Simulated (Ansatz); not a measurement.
Geometry optimisation, RKS PBE/def2-SVP (Ansatz).

Input:

```yaml
crystal:
  periodic: [false, false, false]
  atoms:
    - { symbol: Ge, position_ang: [0.0, 0.0, 0.0] }
    - { symbol: H, position_ang: [0.0, 0.0, 1.9] }
    - { symbol: Cl, position_ang: [2.0935, 0.0, -0.7393] }
    - { symbol: H, position_ang: [-0.73, 1.2648, -0.5162] }
    - { symbol: Ge, position_ang: [-1.1304, -1.9584, -0.7992] }
    - { symbol: H, position_ang: [-1.8281, -2.673, 0.3861] }
    - { symbol: H, position_ang: [-2.1918, -1.5497, -1.8522] }
    - { symbol: H, position_ang: [-0.1029, -2.92, -1.4487] }
    - { symbol: "N", position_ang: [0.8223, -1.9293, 0.6969] }
    - { symbol: H, position_ang: [0.2865, -2.8274, 0.5237] }
    - { symbol: Si, position_ang: [2.4196, -1.9762, 1.5681] }
    - { symbol: H, position_ang: [2.9385, -3.3409, 1.5614] }
    - { symbol: H, position_ang: [3.3676, -1.0925, 0.8958] }
    - { symbol: H, position_ang: [2.2358, -1.5329, 2.947] }
    - { symbol: H, position_ang: [0.4017, -0.9424, 1.831] }
basis:
  gaussian: { orbitals: def2-SVP }
hamiltonian:
  xc: pbe
relax:
  f_tol: 0.15
  max_steps: 25
  restrain:
    - { distance: [0, 8], at: 1.91, k: 30.0 }
    - { distance: [14, 1], at: 0.66, k: 30.0 }
    - { distance: [0, 1], at: 2.75, k: 30.0 }
    - { distance: [14, 8], at: 2.26, k: 30.0 }
output:
  orbitals: {}
```

Run as:

```bash
$ ansatz run input.yaml --threads 4 --pin off --max-ram 5120MiB --backend cpu --events-out ev --progress --plain --runs-dir out
```

Q: Where does it end, and by what steps?

A: The run converged. The restraints hold the end off the free minimum; the threshold counts their pulls, which the force column leaves out. Restrained pairs: Ge1–N9 (2.21 → 1.89 Å), H2–H15 (1.03 → 0.72 Å), Ge1–H2 (1.90 → 2.76 Å), N9–H15 (1.56 → 2.27 Å). After 22 steps the energy has fallen by 4.327 eV (the restraints' own energy left out); H4 moved furthest, 1.66 Å.

| step | energy less start (eV) | largest force component (eV/Å) | accepted |
| --- | --- | --- | --- |
| 0 | 0.0000 | 3.619 | yes |
| 1 | -0.0036 | 2.446 | yes |
| 2 | -0.5097 | 2.830 | yes |
| 3 | -1.8799 | 2.823 | yes |
| 4 | -2.8311 | 2.172 | yes |
| 5 | -3.3518 | 1.699 | yes |
| 6 | -3.6970 | 1.444 | yes |
| 7 | -3.9299 | 1.575 | yes |
| 8 | -4.0698 | 1.493 | yes |
| 9 | -4.1141 | 1.673 | yes |
| 10 | -4.1457 | 1.721 | yes |
| 11 | -4.1824 | 1.650 | yes |
| 12 | -4.2089 | 1.594 | yes |
| 13 | -4.2311 | 1.353 | yes |
| 14 | -4.2692 | 1.138 | yes |
| 15 | -4.2850 | 1.512 | yes |
| 16 | -4.3241 | 1.390 | yes |
| 17 | -4.2760 | 1.629 | no |
| 18 | -4.3127 | 1.609 | yes |
| 19 | -4.3183 | 1.615 | yes |
| 20 | -4.3182 | 1.642 | yes |
| 21 | -4.3208 | 1.604 | yes |
| 22 | -4.3269 | 1.514 | yes |

```xyz
15
Properties=species:S:1:pos:R:3
Ge 0.522 -0.880 -0.293
H -1.022 -0.527 1.965
Cl 1.825 -0.888 -2.083
H 0.576 0.576 0.233
Ge -1.603 -1.766 -1.134
H -2.606 -2.044 0.016
H -2.197 -0.716 -2.110
H -1.309 -3.080 -1.903
N 1.287 -1.978 1.040
H 1.071 -2.974 0.900
Si 2.799 -1.629 1.881
H 3.762 -2.782 1.731
H 3.403 -0.374 1.299
H 2.574 -1.399 3.359
H -0.499 -1.018 2.056
```

Run time: 26 s on 4 threads of AMD EPYC 9R45 96-Core Processor (Zen 5) (shared host), peak memory 0.3 GiB.
